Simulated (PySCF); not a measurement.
An unknown shows these calculated signals:

¹H NMR (300 MHz, computed): δ 4.56 (t, 2H), 2.12 (s, 3H), 1.86 (m, 2H).

¹³C{¹H} NMR (computed): δ 167.7 (C), 137.0 (C), 116.7 (C), 79.5 (C), 16.2 (CH2), 6.0 (CH3).

No solvent model, a single conformation, averaged over atoms made equivalent by symmetry, fast rotation or ring inversion, non-relativistic Hamiltonian. GFN2-xTB structure; PBE0/pcSseg-1 with gauge-including orbitals; PySCF 2.14.0 with density-fitted response routines.

References, each an isolated molecule treated in the same way: ¹H, ¹³C vs TMS.

Problem. Which of these does the molecule contain: an NH or NH2 group, a C≡C triple bond, a CF3 group, an N-methyl group, a non-aromatic C=C double bond, a Si–H bond?

Solution. 
- An NH or NH2 group: no.
- A C≡C triple bond: yes (δC 116.7, 79.5).
- A CF3 group: no.
- An N-methyl group: no.
- A non-aromatic C=C double bond: yes.
- A Si–H bond: yes (δH 4.56 (t)).

The data belong to `CC#C[SiH2]CC(F)=C(F)F`, C$_{6}$H$_{7}$F$_{3}$Si; they needn't prove each group on their own.

Carbon signals by region: 1 in the far downfield region (above 160 ppm), 2 in the sp2 and nitrile region (100–160 ppm), 1 at 50–100 ppm, 2 below 50 ppm. Above 160 ppm: 167.7, fully substituted alkene carbon.

Splittings by ¹⁹F in the carbon and heteronuclear signals aren't shown, as no couplings were computed. Shifts are as computed. Against solution values, carbons near 30 ppm lie about +3 ppm off and those near 130 ppm about +5 ppm. Of 1309 compounds with measured shifts, 239 miss one by over three times the rms of a fit or turn the order of signals round; such compounds aren't used in these exercises. No couplings were computed; multiplicities are counted from neighbouring protons, with m where these are inequivalent, close in shift, in a saturated or five-membered ring or joined by F or P, and br s for small geminal =CH2 splittings.
